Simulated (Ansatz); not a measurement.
Consider the substitution at a C–Br bond: `BrC[SiH2]Br` + H–F → `FC[SiH2]Br` + HBr.

Isolated molecules relaxed with PBE0-D4/def2-TZVP in Ansatz; ΔE leaves out vibrations. CCSD(T)/CBS is the MP2 limit (def2-TZVPP, def2-QZVPP) plus CCSD(T) − MP2 in def2-TZVPP, frozen cores. This one scheme is used for every species. For Br outer-core shells are correlated without core-valence functions, which leaves a few kJ/mol of doubt a bond. Scalar relativity is left out up to krypton. Each species was taken in one conformer, which may not be the lowest.

```json
{"species": "`BrC[SiH2]Br`", "CCSD(T)/CBS(def2) energy (Eh)": "-5476.22715"}
{"species": "H–F", "CCSD(T)/CBS(def2) energy (Eh)": "-100.39570"}
{"species": "`FC[SiH2]Br`", "CCSD(T)/CBS(def2) energy (Eh)": "-3002.67960"}
{"species": "HBr", "CCSD(T)/CBS(def2) energy (Eh)": "-2573.91920"}
```

(1) Work out ΔE.

Largest T1 diagnostic among the species: 0.009.

## Answers

(1) ΔE = (-3002.67960) + (-2573.91920) − (-5476.22715) − (-100.39570) = 0.02405 Eh = +63.1 kJ/mol.

In def2-TZVPP, CCSD(T) changes the Hartree–Fock value by +22.5 kJ/mol (the triples alone add +3.4 kJ/mol) and MP2 by +36.0 kJ/mol. From PBE to PBE0 (25 % exact exchange), in def2-TZVPP and without D4, ΔE moves by +3.5 kJ/mol.
